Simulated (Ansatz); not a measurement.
A made-up structure of ZnSiH$_{3}$Cl, singlet:

```tsv
atom	x (Å)	y (Å)	z (Å)
Si1	-0.6936	0.3594	-0.3920
Zn2	1.1715	-0.6074	0.6617
Cl3	2.8513	-1.4774	1.6109
H4	3.8752	-2.2955	1.8373
H5	-1.9239	-0.4265	-0.1050
H6	-0.9059	1.7506	0.0910
```

It is relaxed with PBE-D4/def2-SVP and then PBE0-D4/def2-TZVP (Ansatz 0.2.0). Atoms count as bonded within 1.22 times the sum of their covalent radii (H–H: 0.88 Å). The end point is not checked to be a true minimum.

(1) Does its bonding change? (A judgement: the text doesn't fix the answer.)

Answers

(1) Computed: Yes. Formed: Si1–H4; broken: Cl3–H4.

Where it ends: The first stage lowers the energy by 4.09 eV in 49 steps. It ends as ZnSiH₃Cl ([SiH3][Zn][Cl]):
Si1  (0.271, -0.169, -0.072)
Zn2  (1.504, -0.924, 1.781)
Cl3  (2.612, -1.602, 3.452)
H4  (0.997, -0.457, -1.339)
H5  (-1.054, -0.843, -0.130)
H6  (0.044, 1.299, 0.012)
(Å)

Labels in which every atom is bracketed show which atoms are joined, not bond orders.

For scale, one of the runs: PBE0-D4/def2-TZVP relaxation, 140 basis functions, launched by `ansatz run in.yaml --threads 2 --pin off --events-out ev --progress --plain --max-ram 4352MiB`. The run took about 13 s on 2 CPU threads of an Arm Neoverse V2 (shared host).
